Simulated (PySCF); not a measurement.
Al(F)(OSiH3)2, SMILES [F][Al]([O][SiH3])[O][SiH3] (B3LYP/def2-SVP optimised geometry):

```
12

Al    -0.326     1.081     0.000
F     -1.125     2.532     0.000
O     -1.226    -0.337     0.000
Si    -2.259    -1.627    -0.008
H     -2.431    -2.146     1.381
H     -1.705    -2.714    -0.866
H     -3.592    -1.225    -0.542
O      1.353     1.081     0.000
Si     2.995     1.275    -0.006
H      3.567     0.784     1.281
H      3.350     2.714    -0.173
H      3.592     0.499    -1.131
```

Method: B3LYP/def2-TZVP (PySCF).

Q: What are the frontier orbital energies and the dipole moment?

A: HOMO-2 -8.89 eV, HOMO-1 -8.76 eV, HOMO -8.63 eV, LUMO -1.42 eV, LUMO+1 0.01 eV; dipole moment 1.10 D.

On the same geometry PBE/def2-TZVP run with PySCF gives HOMO-2 -7.67 eV, HOMO-1 -7.54 eV, HOMO -7.38 eV, LUMO -2.02 eV, LUMO+1 -0.54 eV; dipole moment 1.03 D.

Meta-Löwdin charges at B3LYP/def2-TZVP: Al1 1.39, F2 -0.54, O3 -0.85, Si4 0.79, H5 -0.12, H6 -0.12, H7 -0.12, O8 -0.85, Si9 0.79, H10 -0.12, H11 -0.12, H12 -0.12.
